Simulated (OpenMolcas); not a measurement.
## OpenMolcas run: Si

Input:

```
&GATEWAY
Coord
1

Si 0.0 0.0 0.0
Basis=ANO-R1
Group=XYZ
NoMove
AngMom=0.0 0.0 0.0
AMFI
&SEWARD
* reference wave functions (RASSCF and RASSI steps not shown): 2 electrons in 3 orbitals (3p)
>>> COPY JOB001 $Project.JobIph
&CASPT2
Multistate=3 1 2 3
Frozen=1 0
IPEA=0.25
Imaginary=0.1
MaxIter=60
WThr=0.0 0.3 0.05
PrWF=0.5
NoMix
>>> COPY JOB002 $Project.JobIph
&CASPT2
Multistate=6 1 2 3 4 5 6
Frozen=1 0
IPEA=0.25
Imaginary=0.1
MaxIter=60
WThr=0.0 0.3 0.05
PrWF=0.5
NoMix
```

Launched by
```bash
OMP_NUM_THREADS=1 MOLCAS_MEM=1689 MOLCAS_PROJECT=a pymolcas a.inp > a.log  # once for each step of the input, in one work folder
```

Output, cut to the results:

```
--- CASPT2 ---
Orbital specifications:
      -----------------------

      Symmetry species                           1   2
                                                ag  au
      Frozen orbitals                            1   0
      Inactive orbitals                          2   3
      Active orbitals                            0   3
      Secondary orbitals                         6   3
      Deleted orbitals                           0   0
      Number of basis functions                  9   9
Type of calculation                        MS-CASPT2
      Fock operator                              state-specific
      IPEA shift                                 0.25
      Real shift                                 0.00
      Imaginary shift                            0.10
      The input orbitals will be transformed to quasi-canonical
Reference energy:        -289.4552198999
      E2 (Non-variational):      -0.0695018852
      Shift correction:          -0.0002244312
      E2 (Variational):          -0.0697263163
      Total energy:            -289.5249462162
      Residual norm:              0.0000006217
      Reference weight:           0.96775
      Contributions to the CASPT2 correlation energy
      Active & Virtual Only:         -0.0048896900
      One Inactive Excited:          -0.0298191526
      Two Inactive Excited:          -0.0347930425
Reference energy:        -289.4552198999
      E2 (Non-variational):      -0.0695018852
      Shift correction:          -0.0002244312
      E2 (Variational):          -0.0697263163
      Total energy:            -289.5249462162
      Residual norm:              0.0000006217
      Reference weight:           0.96775
      Contributions to the CASPT2 correlation energy
      Active & Virtual Only:         -0.0048896900
      One Inactive Excited:          -0.0298191526
      Two Inactive Excited:          -0.0347930425
::    CASPT2 Root  1     Total energy:   -289.52494622
::    CASPT2 Root  2     Total energy:   -289.52494622
::    CASPT2 Root  3     Total energy:   -289.52494622
::    MS-CASPT2 Root  1     Total energy:   -289.52494622
::    MS-CASPT2 Root  2     Total energy:   -289.52494622
::    MS-CASPT2 Root  3     Total energy:   -289.52494622
--- CASPT2 ---
Orbital specifications:
      -----------------------

      Symmetry species                           1   2
                                                ag  au
      Frozen orbitals                            1   0
      Inactive orbitals                          2   3
      Active orbitals                            0   3
      Secondary orbitals                         6   3
      Deleted orbitals                           0   0
      Number of basis functions                  9   9
Type of calculation                        MS-CASPT2
      Fock operator                              state-specific
      IPEA shift                                 0.25
      Real shift                                 0.00
      Imaginary shift                            0.10
      The input orbitals will be transformed to quasi-canonical
Reference energy:        -289.4136444090
      E2 (Non-variational):      -0.0752180941
      Shift correction:          -0.0002928049
      E2 (Variational):          -0.0755108990
      Total energy:            -289.4891553080
      Residual norm:              0.0000003954
      Reference weight:           0.96168
      Contributions to the CASPT2 correlation energy
      Active & Virtual Only:         -0.0062043353
      One Inactive Excited:          -0.0341759357
      Two Inactive Excited:          -0.0348378231
Reference energy:        -289.4136444090
      E2 (Non-variational):      -0.0753090190
      Shift correction:          -0.0002934545
      E2 (Variational):          -0.0756024735
      Total energy:            -289.4892468825
      Residual norm:              0.0000004033
      Reference weight:           0.96161
      Contributions to the CASPT2 correlation energy
      Active & Virtual Only:         -0.0062043144
      One Inactive Excited:          -0.0341812874
      Two Inactive Excited:          -0.0349234172
::    CASPT2 Root  1     Total energy:   -289.48915531
::    CASPT2 Root  2     Total energy:   -289.48924688
::    CASPT2 Root  3     Total energy:   -289.48873552
::    CASPT2 Root  4     Total energy:   -289.48927115
::    CASPT2 Root  5     Total energy:   -289.48926972
::    CASPT2 Root  6     Total energy:   -289.44006481
::    MS-CASPT2 Root  1     Total energy:   -289.48939768
::    MS-CASPT2 Root  2     Total energy:   -289.48934355
::    MS-CASPT2 Root  3     Total energy:   -289.48921418
::    MS-CASPT2 Root  4     Total energy:   -289.48903579
::    MS-CASPT2 Root  5     Total energy:   -289.48874598
::    MS-CASPT2 Root  6     Total energy:   -289.44000621
```

Levels above the lowest, from the spin-orbit matrix with the single-state CASPT2 energies, averaged by term, on its diagonal:

| Configuration | Term | J | E (cm-1) | Measured (cm-1) | g | Term weight % |
| --- | --- | --- | --- | --- | --- | --- |
| 3s2 3p2 | 3P | 0 | 0.0 | 0.0 |  | 100 |
| 3s2 3p2 | 3P | 1 | 64.6 | 77.1 | 1.501 | 100 |
| 3s2 3p2 | 3P | 2 | 190 | 223 | 1.501 | 100 |
| 3s2 3p2 | 1D | 2 | 7990 | 6299 | 1.000 | 100 |
| 3s2 3p2 | 1S | 0 | 18760 | 15394 |  | 100 |

Against the 4 measured excited levels shown (NIST Handbook of Basic Atomic Spectroscopic Data) the mean absolute deviation is 1300 cm-1; the largest miss in energy is 3s2 3p2 1S0: computed 18760, measured 15394 cm-1 (+21.9 %), and the largest in proportion 3s2 3p2 1D2 (+26.8 %).

CASPT2 does not keep the components of a term degenerate, so their means are used; among the terms shown or strongly mixed into the levels shown the widest spread is 120 cm-1 (3s2 3p2 1D). With the s shell closed, the reference lacks s² → p² mixing. Some terms miss by over 15 % even with CASPT2, which points to a basis or an active space too small for the shells correlated. Computed and measured levels are paired by configuration, term and J; levels that our copy of the source lacks, or whose pairing is in doubt (as where it misses far off the trend of its configuration), stay unpaired and out of the deviations. Only configurations of the active space appear.

The term weight is that of the spin-free term in the level, not the purity of its configuration.
